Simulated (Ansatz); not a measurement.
The cluster Ca₇⁻, relaxed as a doublet with UKS PBE/def2-SVPD in Ansatz, starting from the GFN1-xTB geometry. Force threshold 0.02 eV/Å.

The highest occupied level of the charge -1 doublet lies above zero (up to 0.13 eV). It is a level of α spin, whose loss leaves a singlet; that state wasn't run at this geometry and level. The electron is either unbound and held by the finite basis, or the level is raised by self-interaction error. The relaxation made no stability test and no search for a lower SCF solution. The structure comes from a short search, and lower isomers may exist.

Start:

```xyz
7

Ca   -1.7444   -2.8259    0.2699
Ca    0.3866   -0.6869    3.4430
Ca    2.5952    1.4808   -2.9514
Ca   -1.0804   -0.2272   -3.2701
Ca    2.2227   -2.3285   -1.6546
Ca   -2.8599    1.2927    1.5250
Ca    0.4802    3.2950    2.6382
```

```tsv
step	energy (eV)	largest force component (eV/Å)	SCF passes
1	-129005.8680	0.452	40
2	-129006.1491	0.421	39
3	-129006.4104	0.394	39
4	-129006.6445	0.358	40
5	-129006.8590	0.316	45
6	-129007.1191	0.248	54
7	-129007.2406	0.137	78
8	-129007.3199	0.169	95
9	-129007.4217	0.211	65
10	-129007.5486	0.266	59
11	-129007.7529	0.248	59
12	-129007.9490	0.197	68
13	-129008.1064	0.140	67
14	-129008.1878	0.069	69
15	-129008.2019	0.052	77
16 (rejected)	-129008.1951	0.097	63
17	-129008.2054	0.011	57
```

Force components are those of the run's own axes.

End:

```xyz
7

Ca   -1.740   -2.781    0.158
Ca    0.812   -0.419    1.575
Ca    2.786    1.284   -1.098
Ca   -0.820    0.418   -1.585
Ca    1.619   -2.443   -1.487
Ca   -2.737    0.748    1.609
Ca    0.080    3.194    0.829
```

Bonds formed: Ca2–Ca3, Ca2–Ca4, Ca2–Ca5, Ca3–Ca7, Ca4–Ca6, Ca4–Ca7 (atoms count from 1). Metal–metal contacts that move far: Ca1–Ca4 4.44 to 3.76 Å, Ca1–Ca5 4.44 to 3.76 Å, Ca1–Ca2 4.38 to 3.75 Å, Ca2–Ca6 4.26 to 3.74 Å, Ca1–Ca6 4.45 to 3.94 Å. The end is the same structure that another start reached, the lowest one found.

No frequencies were taken in this run, so the end may be a saddle point.

Hardware: 4 threads of Arm Neoverse V2 on a shared host. Wall time 4.6 min.
